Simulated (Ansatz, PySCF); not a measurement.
System: sum formula SiN2H3Cl2 (charge 0, doublet). It need not be the lowest isomer of its formula. 
Coordinates optimised at B3LYP-D3(BJ)/def2-TZVP (Ansatz, a program for electronic structure):
```
Si
N 1 1.6855
H 2 1.0060 1 122.81
H 2 1.0074 3 113.46 1 -161.03
N 1 1.7270 2 107.47 3 161.74
H 5 1.0209 1 116.02 2 -153.21
Cl 1 2.0577 2 107.26 3 35.69
Cl 1 2.0667 2 115.79 3 -83.45
```
Charge 0, spin multiplicity 2.

Dipole moments at this geometry, in debye (magnitudes).

```tsv
level	program	dipole (D)
SVWN5/def2-TZVPD	Ansatz	1.55
BLYP/def2-TZVPD	PySCF	1.47
revPBE/def2-TZVPD	Ansatz	1.47
r2SCAN/def2-TZVPD	Ansatz	1.42
B97M-V/def2-TZVPD	Ansatz	1.40
PBE0/def2-TZVPD	Ansatz	1.39
BHLYP/def2-TZVPD	Ansatz	___
r2SCANh/def2-TZVPD	Ansatz	1.40
M06-2X/def2-TZVPD	PySCF	1.36
HSE06/def2-TZVPD	Ansatz	1.39
CAM-B3LYP/def2-TZVPD	Ansatz	1.36
wB97X-V/def2-TZVPD	Ansatz	1.37
CCSD(T)/aug-cc-pV(D+d)Z	Ansatz	___
```

Task: Complete the blanks.

Result: 
- BHLYP/def2-TZVPD, dipole (D): 1.35
- CCSD(T)/aug-cc-pV(D+d)Z, dipole (D): 1.35
